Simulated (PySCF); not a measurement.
These compounds are isomers of formula C7H9ClNP.

A. `CN(C)c1ccpc(Cl)c1`
B. `N(C)(C)C1=PC=C(Cl)C=C1`
C. `CC(C)c1cnc(Cl)cp1`

Spectrum 1. ¹H NMR (500 MHz, computed): δ 8.92 (m, 1H), 8.54 (m, 1H), 3.02 (m, 1H), 1.34 (d, 6H). ¹³C{¹H} NMR (computed): δ 178.9 (C), 163.1 (C), 156.8 (CH), 156.5 (CH), 38.0 (CH), 27.1 (CH3).

Spectrum 2. ¹H NMR (500 MHz, computed): δ 8.45 (m, 1H), 7.34 (m, 1H), 6.70 (m, 1H), 3.06 (s, 6H). ¹³C{¹H} NMR (computed): δ 180.0 (C), 159.2 (CH), 138.0 (CH), 136.7 (C), 118.4 (CH), 43.2 (CH3).

Spectrum 3. ¹H NMR (500 MHz, computed): δ 8.54 (m, 1H), 7.10 (m, 1H), 6.84 (m, 1H), 2.99 (s, 6H). ¹³C{¹H} NMR (computed): δ 183.6 (C), 165.6 (CH), 152.9 (C), 124.4 (CH), 119.2 (CH), 41.6 (CH3).

[PySCF 2.14: shielding tensors at PBE0/pcSseg-1 (GIAO); structure optimised with PBE0-D3(BJ)/def2-SVP; non-relativistic; in vacuum; a single conformation; rapidly exchanging positions averaged]

δ = σ(ref) − σ, references computed at the same level: TMS for ¹H and ¹³C. Splittings of carbon signals by F and P are missing where no couplings were computed. Where no couplings were computed, multiplicities follow the n + 1 count of equivalent neighbours, and m marks all less simple cases (inequivalent or close neighbours, rings, F or P nearby). Shifts are as computed. Against solution values, carbons near 30 ppm lie about +2 ppm off and those near 130 ppm about +5 ppm; carbons on Cl a further +5 ppm (rms about the fit 1.9 ppm; single classes can miss by 10 ppm). Of 1328 compounds with measured shifts, 309 miss one by over three times the rms of a fit or turn the order of signals round; such compounds aren't used in these exercises. Signals without a measured value on file couldn't be tested in this way; 1H shifts scatter by 0.2 ppm about their fit, and single ones miss by 0.5 ppm. Carbons bonded to Cl come out too deshielded.

**Question.** Match each spectrum to its structure.

**Answer.** 1–C, 2–B, 3–A.

- Spectrum 1 (C): 6 ¹³C signals; δC 156.5 is an aromatic CH next to a ring nitrogen; δC 38.0 is an sp3 CH on an aromatic ring.
- Spectrum 2 (B): 6 ¹³C signals; δC 138.0 is an aromatic CH; δC 118.4 is an aromatic CH.
- Spectrum 3 (A): 6 ¹³C signals; δC 152.9 is an aromatic carbon bearing nitrogen; δC 119.2 is an aromatic CH.
